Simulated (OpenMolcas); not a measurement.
# Potential curves of SnH: spin-free states

Computed with OpenMolcas 26.06: state-averaged CASSCF(5,5) over Sn 5s 5p, H 1s, XMS-CASPT2 (IPEA 0.25, imaginary shift 0.2 hartree), scalar X2C, ANO-RCC-VTZP, then RASSI spin–orbit state interaction with atomic mean-field integrals. C2 symmetry about the axis (a holds Σ, Δ, Γ; b holds Π, Φ, H; Σ⁺ and Σ⁻ are not told apart); roots by multiplicity and irrep: 2b 4, 4a 2, 2a 5, 4b 2.

XMS-CASPT2 energies in eV from the lowest point. Curves are followed by energy order within each symmetry, so they are adiabatic and may change character at avoided crossings; Σ⁺ and Σ⁻ are counted together.

| R (Å) | (1)2Π | (1)4Σ | (1)4Π | (1)2Σ | (1)2Δ | (2)2Σ | (2)2Π | (3)2Σ | (2)4Σ |
| --- | --- | --- | --- | --- | --- | --- | --- | --- | --- |
| 1.625 | 0.118 | 1.896 | 6.131 | 3.252 | 3.134 | 3.947 | 6.968 | 4.989 | 6.854 |
| 1.706 | 0.015 | 1.840 | 5.681 | 3.089 | 3.034 | 3.824 | 6.529 | 4.636 | 6.455 |
| 1.786 | 0.000 | 1.851 | 5.293 | 2.985 | 3.011 | 3.747 | 6.126 | 4.394 | 6.166 |
| 1.875 | 0.056 | 1.909 | 4.916 | 2.909 | 3.016 | 3.671 | 5.726 | 4.236 | 5.949 |
| 1.965 | 0.165 | 1.992 | 4.586 | 2.858 | 3.048 | 3.583 | 5.370 | 4.174 | 5.821 |
| 2.090 | 0.373 | 2.115 | 4.185 | 2.806 | 3.118 | 3.465 | 4.943 | 4.171 | 5.762 |
| 2.250 | 0.685 | 2.249 | 3.768 | 2.756 | 3.176 | 3.345 | 4.500 | 4.196 | 5.832 |
| 2.500 | 1.183 | 2.382 | 3.301 | 2.699 | 3.246 | 3.265 | 4.004 | 4.262 | 6.111 |
| 2.858 | 1.787 | 2.467 | 2.923 | 2.654 | 3.296 | 3.224 | 3.607 | 4.342 | 6.538 |
| 3.393 | 2.323 | 2.517 | 2.672 | 2.641 | 3.342 | 3.218 | 3.401 | 4.406 | 6.908 |
| 4.108 | 2.549 | 2.548 | 2.593 | 2.652 | 3.356 | 3.226 | 3.365 | 4.433 | 7.054 |

Only roots inside an energy window near the equilibrium distance were included, so the list of states is not complete; labels number the states computed. Each spin and symmetry block has orbitals of its own, averaged over its own roots, so gaps between blocks are less sure than gaps within one and near the minimum can be off by tenths of an eV, in bad cases by more. No Rydberg orbitals are active, so Rydberg states, and σ→σ* states whose orbital the CASSCF left unused, can be missing between those listed. CASPT2 splits the two components of degenerate states numerically, here by up to 3 cm⁻¹. At stretched bonds a block can hold a wrong CASSCF solution and miss its lowest state; points past a visible jump are left out. Points that failed a check (symmetry, reference weights, a jump) are left out.
